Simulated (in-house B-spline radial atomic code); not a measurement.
Computed with a B-spline radial atomic code. Model: two electrons, singlet ground state, non-relativistic, full CI in B-splines with partial waves to l = 8 (at full coupling up to 3e-4 hartree above the limit, correlation up to 0.6 % small), density held at that of full coupling by Lieb maximisation.

Along the adiabatic connection the electron repulsion is scaled by a coupling λ while a local potential keeps the density fixed. At λ = 0 the system is the Kohn-Sham one and W equals the exchange energy; the exchange-correlation energy is the area under W between 0 and 1. The kinetic energy rises with λ as the electrons avoid each other, with dT/dλ = −λ dW/dλ.

Command:
```bash
python run_ac.py task.json out
```
Settings (lengths in bohr, energies in hartree):
```
potential              coulomb
strength               6.19
lmax                   8
wall_radius            0.894
```

Time taken, with all properties: 2.2 s on 1 thread of Intel(R) Xeon(R) Processor @ 2.30GHz, on a shared host.

**W = mean repulsion less Hartree energy, and W of three functionals.**

Given: confinement point charge; nuclear charge 6.19; hard wall radius 0.894 bohr; external potential -Z/r.

Computed: LDA exchange minus exact 533.85 millihartree; PBE exchange minus exact 82.447 millihartree.

| coupling | W xc (hartree) | W xc minus exchange (millihartree) | kinetic minus Kohn-Sham (millihartree) | LDA (PW92) W minus its exchange (millihartree) | PBE W minus its exchange (millihartree) | SCAN W minus its exchange (millihartree) |
| --- | --- | --- | --- | --- | --- | --- |
| 0 | -3.74 | 0 | 0 | 0 | 0 | 0 |
| 0.02 | -3.7419 | -1.858 | 0 | -15.05 | -1.93 | -1.86 |
| 0.05 | -3.7447 | -4.636 | 0.1 | -32.03 | -4.84 | -4.62 |
| 0.12 | -3.7511 | -11.078 | 0.7 | -64.28 | -11.67 | -10.97 |
| 0.25 | -3.7629 | -22.897 | 2.8 | -112.55 | -24.39 | -22.49 |
| 0.4 | ? | ? | ? | ? | ? | ? |
| 0.6 | -3.7938 | -53.81 | 15.9 | -211.91 | -58.33 | -52.21 |
| 0.8 | -3.8109 | -70.902 | 27.9 | -258.33 | -77.33 | -68.47 |
| 1 | -3.8276 | -87.597 | 42.9 | -300.08 | -95.97 | -84.26 |
| 1.4 | -3.8599 | -119.85 | 81.6 | -373.62 | -132.12 | -114.57 |
| 2 | -3.9056 | -165.55 | 159.1 | -466.83 | -183.5 | -157.25 |
| 3 | ? | ? | ? | ? | ? | ? |
| 4.5 | -4.0673 | -327.23 | 675.8 | -742.28 | -365.18 | -307.36 |
| 7 | -4.1936 | -453.57 | 1396.2 | -928.23 | -507.21 | -425.49 |
| 10 | -4.3127 | -572.65 | 2400.9 | -1092.8 | -642.36 | -538.77 |

(1) What belongs in the row 0.4?

(2) What belongs in the row 3?

(3) What is the SCAN exchange minus exact?

**Energy parts, natural occupations and partial-wave weights.**

Computed: correlation energy -0.044671 hartree; kinetic part of the DFT correlation energy 0.042926 hartree; initial slope twice GL2 -0.093001 hartree; kinetic part over minus potential part 0.49004; Hartree energy 7.4801 hartree; Kohn-Sham kinetic 35.914 hartree; Lieb Oxford ratio E_xc over LDA exchange 1.1804.

| natural | occupation of the shell (electrons) |
| --- | --- |
| s | 1.9987 |
| p | 0.00081145 |
| s | 0.00042328 |
| d | 4.3951e-05 |
| p | ? |
| s | 8.2735e-06 |

(4) What belongs in the row p?

| wave | weight |
| --- | --- |
| s | 0.99955 |
| p | 0.00042121 |
| d | ? |
| f | 3.6222e-06 |
| g | 8.6395e-07 |

(5) What belongs in the row d?

(6) What is the total energy?

(7) What is the exchange energy?

## Answers

(1) W xc (hartree): -3.7763; W xc minus exchange (millihartree): -36.305; kinetic minus Kohn-Sham (millihartree): 7.2; LDA (PW92) W minus its exchange (millihartree): -158.92; PBE W minus its exchange (millihartree): -39.03; SCAN W minus its exchange (millihartree): -35.44.

(2) W xc (hartree): -3.9754; W xc minus exchange (millihartree): -235.33; kinetic minus Kohn-Sham (millihartree): 333; LDA (PW92) W minus its exchange (millihartree): -593.36; PBE W minus its exchange (millihartree): -261.97; SCAN W minus its exchange (millihartree): -222.07.

(3) 1.7504 millihartree.

(4) occupation of the shell (electrons): 2.8341e-05.

(5) weight: 2.4535e-05.

(6) -34.4090 hartree.

(7) -3.74 hartree.

Half-way to full coupling W has made 51 % of its drop, against 50 % for a straight line, and second-order (GL2) theory, half the initial slope, overshoots the correlation energy by about 4 %: correlation is weak here. Over couplings 0 to 1 the errors in E_xc come to about +402 millihartree for LDA, +79 millihartree for PBE, +3.1 millihartree for SCAN, so SCAN is nearest. In LDA and PBE the errors of exchange and correlation have opposite signs, so the sum is smaller than the larger of the two.
